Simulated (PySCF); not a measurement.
Atomic charges by several schemes

C2H11BN2.
Atom-mapped SMILES: `[BH3-:1][NH2+:2][CH2:3][CH2:4][NH2:5]` (hydrogens: H6, H7, H8 on B1; H9, H10 on N2; H11, H12 on C3; H13, H14 on C4; H15, H16 on N5)

Cartesian coordinates in Å at the PBE0-D3(BJ)/def2-SVP level; atoms count from 1:
```
atom  x, y, z in Å
B1     2.2735    0.2179    0.0679
N2     0.7088    0.0689    0.4859
C3    -0.1602   -0.5608   -0.5151
C4    -1.6360   -0.5458   -0.1306
N5    -2.2291    0.7501    0.0987
H6     2.2825    0.9356   -0.9268
H7     2.6699   -0.9204   -0.1576
H8     2.8219    0.7346    1.0352
H9     0.3494    1.0036    0.6918
H10    0.6619   -0.4499    1.3652
H11    0.2068   -1.5856   -0.6734
H12    0.0057   -0.0171   -1.4583
H13   -2.1929   -1.0602   -0.9319
H14   -1.7912   -1.1616    0.7731
H15   -1.9185    1.1957    0.9569
H16   -2.0810    1.3927   -0.6756
```

Density: PBE0/pcSseg-1 (PySCF); schemes: Mulliken, IAO, Hirshfeld and ESP-fitted. One conformer (not necessarily the lowest) at the PBE0-D3(BJ)/def2-SVP geometry, without solvent, vibrations or thermal averaging.

Q: Tabulate the Mulliken, IAO, Hirshfeld and ESP-fitted charges.

A: In e:

| atom | environment | Mulliken | IAO | Hirshfeld | ESP-fitted |
| --- | --- | --- | --- | --- | --- |
| B1 | four-coordinate boron | -0.104 | -0.392 | -0.096 | -0.075 |
| N2 | nitrogen bonded to B, C and 2 H | -0.402 | -0.268 | -0.043 | -0.003 |
| C3 | sp3 carbon bound to nitrogen | -0.085 | -0.169 | -0.006 | -0.214 |
| C4 | sp3 carbon bound to nitrogen | -0.068 | -0.154 | -0.024 | +0.394 |
| N5 | primary amine nitrogen | -0.461 | -0.568 | -0.231 | -0.995 |
| H6 | B–H hydrogen | -0.071 | -0.032 | -0.111 | -0.141 |
| H7 | B–H hydrogen | -0.069 | -0.031 | -0.110 | -0.135 |
| H8 | B–H hydrogen | -0.084 | -0.028 | -0.112 | -0.163 |
| H9 | N–H hydrogen | +0.206 | +0.273 | +0.143 | +0.173 |
| H10 | N–H hydrogen | +0.224 | +0.281 | +0.154 | +0.220 |
| H11 | methylene hydrogen | +0.149 | +0.160 | +0.060 | +0.078 |
| H12 | methylene hydrogen | +0.148 | +0.155 | +0.054 | +0.110 |
| H13 | methylene hydrogen | +0.140 | +0.151 | +0.052 | +0.011 |
| H14 | methylene hydrogen | +0.123 | +0.137 | +0.044 | -0.005 |
| H15 | N–H hydrogen | +0.175 | +0.240 | +0.109 | +0.361 |
| H16 | N–H hydrogen | +0.178 | +0.247 | +0.115 | +0.383 |

Mean size of the charges over all atoms: ESP-fitted 0.216 e, IAO 0.205 e, Mulliken 0.168 e, Hirshfeld 0.092 e. Each set sums to the total charge, 0, to within 0.001 e. The ESP scheme fits charges at the nuclei, held to the total charge, to the electrostatic potential on points at 1.4 to 2.0 times the van der Waals radii. The Mulliken scheme counts on each atom the diagonal of the density matrix times the overlap matrix over that atom's basis functions.

Lowest charge. All schemes agree: Mulliken N5 (-0.461); IAO N5 (-0.568); Hirshfeld N5 (-0.231); ESP-fitted N5 (-0.995).

Highest charge. The schemes don't all agree: Mulliken H10 (+0.224); IAO H10 (+0.281); Hirshfeld H10 (+0.154); ESP-fitted C4 (+0.394).

Q: How closely do the schemes follow one another over all atoms?

A: Correlation coefficient and root-mean-square difference: Mulliken with IAO 0.93, 0.097 e; IAO with Hirshfeld 0.87, 0.162 e; Mulliken with Hirshfeld 0.86, 0.123 e; Hirshfeld with ESP-fitted 0.79, 0.244 e; IAO with ESP-fitted 0.72, 0.222 e; Mulliken with ESP-fitted 0.72, 0.225 e.

Q: How many electrons does the Hirshfeld scheme count on C4?

A: Z − q = 6 − (-0.024) = 6.024.

Q: Sum the charges by element, for elements with more than one atom.

A: 
```csv
element,atoms,Mulliken,IAO,Hirshfeld,ESP-fitted
N,2,-0.863,-0.837,-0.274,-0.997
C,2,-0.153,-0.324,-0.030,+0.179
H,11,+1.120,+1.552,+0.400,+0.893
```
